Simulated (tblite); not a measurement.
Compound: C5H14OSi3.
Cartesian coordinates in Å at the GFN2-xTB level; atoms count from 1:
```xyz
23
C5H14OSi3 angstrom
C     -2.2353    1.0175    0.3052
C     -1.0370    0.2504   -0.2421
C     -1.4474   -1.1580   -0.6942
Si     0.1736   -2.1434   -0.7759
C      1.1530   -0.8620    0.2282
Si     2.4651    0.1777   -0.6868
O      2.2397    1.6042    0.0879
Si     0.9984    1.7653    1.1419
C      0.0906    0.1170    0.7923
H     -2.6345    0.5149    1.1852
H     -1.9571    2.0295    0.5892
H     -3.0252    1.0739   -0.4417
H     -0.6390    0.7862   -1.1127
H     -1.9994   -1.1184   -1.6318
H     -2.1217   -1.5880    0.0489
H      0.6786   -2.3345   -2.1398
H      0.0738   -3.4504   -0.1129
H      1.6648   -1.3448    1.0658
H      3.8409   -0.2268   -0.4212
H      2.1885    0.4223   -2.0992
H      1.5563    1.8250    2.4910
H      0.3187    2.9888    0.7374
H     -0.3505   -0.3196    1.6954
```

Method: GFN2-xTB as coded in tblite; computed harmonic values from a numerical Hessian at the method's own geometry, unscaled. This tight-binding method is rough: wavenumbers can miss measured ones by several per cent, in bad cases by 10 to 20. Modes of hydrogen on silicon can be 10 to 20 % off. One conformer, not necessarily the lowest.

Harmonic wavenumbers (cm⁻¹): 52.9, 101.4, 106.8, 176.7, 202.7, 211.2, 309.1, 320.1, 355.3, 389.7, 412.7, 457.0, 469.4, 502.7, 510.9, 572.7, 581.2, 593.6, 629.6, 644.6, 653.8, 677.3, 741.4, 769.0, 776.2, 784.5, 797.7, 808.8, 822.4, 874.3, 904.6, 940.4, 958.8, 1013.8, 1030.6, 1086.3, 1101.3, 1116.8, 1129.8, 1189.9, 1230.1, 1235.5, 1269.6, 1325.7, 1345.2, 1414.7, 1485.1, 1502.6, 1503.7, 2214.7, 2236.2, 2272.1, 2281.5, 2304.5, 2315.9, 2905.3, 2908.7, 2927.8, 2969.1, 3001.0, 3013.9, 3023.3, 3038.1.

A = 1335, B = 982.7, C = 636.8 MHz; mass 174.035 u (most abundant isotopes); point group C1, symmetry number 1.

**Question.** What is the zero-point energy?

**Answer.** ½Σν̃ = 37751 cm⁻¹ = 451.60 kJ/mol.

**Question.** Entropy at 298.15 K, 1 bar (ideal gas, RRHO, classical rotation)?

**Answer.** Translation 173.20, rotation 126.91, vibration 134.50: S = 434.6 J/(mol K).

**Question.** And Cp and H(298.15 K) − H(0)?

**Answer.** Cp = 204.90 J/(mol K), of which vibrations give 171.64 (their classical limit is 63 R = 523.8); H(298.15 K) − H(0) = 33.01 kJ/mol without the zero-point energy, 23.09 from vibrations.

**Question.** What must be added to the electronic energy to get the Gibbs energy at 298.15 K and 1 bar?

**Answer.** ZPE + [H(298.15 K) − H(0)] − T·S = 451.60 + 33.01 − 129.58 = 355.03 kJ/mol.

**Question.** Blend soft modes into free rotors: weight 1/[1 + (100 cm⁻¹/ν̃)⁴] for the oscillator and the rest for a rotor with moment μB/(μ + B), μ = h/(8π²ν), B = 10⁻⁴⁴ kg m². What vibrational entropy results?

**Answer.** 127.70 J/(mol K) in place of 134.50, which changes −T·S at 298.15 K by +2.03 kJ/mol.

**Question.** How do the functions run with temperature in this model?

**Answer.** 
| T (K) | S (J/(mol K)) | Cp (J/(mol K)) | H − H(0) (kJ/mol) | G − H(0) (kJ/mol) | ln q(vib) |
| --- | --- | --- | --- | --- | --- |
| 100 | 294.0 | 77.5 | 5.21 | -24.18 | 1.36 |
| 200 | 366.3 | 140.5 | 16.01 | -57.25 | 3.93 |
| 300 | 435.9 | 206.0 | 33.39 | -97.37 | 6.92 |
| 500 | 566.4 | 306.2 | 85.36 | -197.86 | 13.43 |
| 800 | 731.6 | 395.1 | 191.85 | -393.47 | 23.11 |
| 1000 | 824.1 | 432.7 | 274.85 | -549.24 | 29.12 |

q(vib) and H(0) count from the zero-point level.

Hindered rotation and anharmonicity are outside this model. Other conformers, if any are populated, would add a mixing term that is left out. The structure is chiral; the term R ln 2 for an equal mix with its mirror image is left out.

Hardware: Intel Xeon at 2.50 GHz, one thread, no GPU, shared host with 64 logical CPUs at a one-minute load of 63. Cost: 6.2 s wall, 4.9 s CPU. The figure is for the frequency step alone.
